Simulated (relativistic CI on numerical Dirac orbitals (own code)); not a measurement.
# d8 in a ligand field

Computed with a parametric ligand-field model of a d^n configuration (Racah B and C, spin-orbit zeta, crystal field), exact diagonalisation.

Field parameters in Wybourne normalisation: Oh B⁴₀ = 21Dq, B⁴₄ = √(5/14) B⁴₀. The field is a parameter set, without covalency.

Question: Ground term and bands for B = 450, C = 1790, ζ = 0 cm⁻¹, Oh, 10Dq = 450 cm⁻¹?

Answer: Ground term 3A2 with 2.00 electrons in the two orbitals of the cubic e set. Spin-allowed: 3T2 450 cm⁻¹, 3T1 805 cm⁻¹, 3T1 7295 cm⁻¹ (1371 nm). Lowest spin-forbidden: 1E 6156 cm⁻¹ (1624 nm), 1T2 6458 cm⁻¹ (1549 nm), 1A1 9326 cm⁻¹ (1072 nm). With an A2 ground term the first spin-allowed band lies at |10Dq| itself.

Question: Ground term and bands for B = 450, C = 1790, ζ = 0 cm⁻¹, Oh, 10Dq = 16650 cm⁻¹?

Answer: Ground term 3A2 with 2.00 electrons in the two orbitals of the cubic e set. Spin-allowed: 3T2 16650 cm⁻¹ (601 nm), 3T1 21496 cm⁻¹ (465 nm), 3T1 35204 cm⁻¹ (284 nm). Lowest spin-forbidden: 1E 7108 cm⁻¹ (1407 nm), 1A1 13192 cm⁻¹ (758 nm), 1T2 23689 cm⁻¹ (422 nm). With an A2 ground term the first spin-allowed band lies at |10Dq| itself.

Question: Ground term and bands for B = 450, C = 1790, ζ = 0 cm⁻¹, Oh, 10Dq = 17550 cm⁻¹?

Answer: Ground term 3A2 with 2.00 electrons in the two orbitals of the cubic e set. Spin-allowed: 3T2 17550 cm⁻¹ (570 nm), 3T1 22430 cm⁻¹ (446 nm), 3T1 36970 cm⁻¹ (270 nm). Lowest spin-forbidden: 1E 7112 cm⁻¹ (1406 nm), 1A1 13244 cm⁻¹ (755 nm), 1T2 24596 cm⁻¹ (407 nm). With an A2 ground term the first spin-allowed band lies at |10Dq| itself.

Question: Ground term and bands for B = 450, C = 1790, ζ = 0 cm⁻¹, Oh, 10Dq = 3150 cm⁻¹?

Answer: Ground term 3A2 with 2.00 electrons in the two orbitals of the cubic e set. Spin-allowed: 3T2 3150 cm⁻¹ (3175 nm), 3T1 5363 cm⁻¹ (1865 nm), 3T1 10837 cm⁻¹ (923 nm). Lowest spin-forbidden: 1E 6837 cm⁻¹ (1463 nm), 1T2 9749 cm⁻¹ (1026 nm), 1A1 10879 cm⁻¹ (919 nm). With an A2 ground term the first spin-allowed band lies at |10Dq| itself.

Question: Ground term and bands for B = 450, C = 1790, ζ = 0 cm⁻¹, Oh, 10Dq = 20250 cm⁻¹?

Answer: Ground term 3A2 with 2.00 electrons in the two orbitals of the cubic e set. Spin-allowed: 3T2 20250 cm⁻¹ (494 nm), 3T1 25212 cm⁻¹ (397 nm), 3T1 42288 cm⁻¹ (236 nm). Lowest spin-forbidden: 1E 7121 cm⁻¹ (1404 nm), 1A1 13377 cm⁻¹ (748 nm), 1T2 27313 cm⁻¹ (366 nm). With an A2 ground term the first spin-allowed band lies at |10Dq| itself.
